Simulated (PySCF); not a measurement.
# Radial density of Hg²⁺ (mercury, charge +2)

LDA, [Xe] 4f14 5d10, closed-shell 1S. Computed with PySCF 2.14 in def2-SVP with the def2 core potential (60 electrons) (6s3p2d1f, 32 functions), with a scalar-relativistic core potential. This is the valence pseudo-density: the core potential removes the inner electrons and smooths the orbitals near the nucleus.

```json
{"r (bohr)": "0.0520", "4πr²ρ (e/bohr)": "1.300e-05"}
{"r (bohr)": "0.0874", "4πr²ρ (e/bohr)": "6.042e-05"}
{"r (bohr)": "0.147", "4πr²ρ (e/bohr)": "0.0004278"}
{"r (bohr)": "0.247", "4πr²ρ (e/bohr)": "0.01011"}
{"r (bohr)": "0.416", "4πr²ρ (e/bohr)": "0.6331"}
{"r (bohr)": "0.700", "4πr²ρ (e/bohr)": "11.21"}
{"r (bohr)": "1.18", "4πr²ρ (e/bohr)": "15.83"}
{"r (bohr)": "1.98", "4πr²ρ (e/bohr)": "3.549"}
{"r (bohr)": "3.33", "4πr²ρ (e/bohr)": "0.2161"}
{"r (bohr)": "5.60", "4πr²ρ (e/bohr)": "0.001254"}
```

Energies and moments cover only the electrons outside the core potential. Spin-orbit coupling, which splits the p, d and f shells strongly at this Z, is absent.
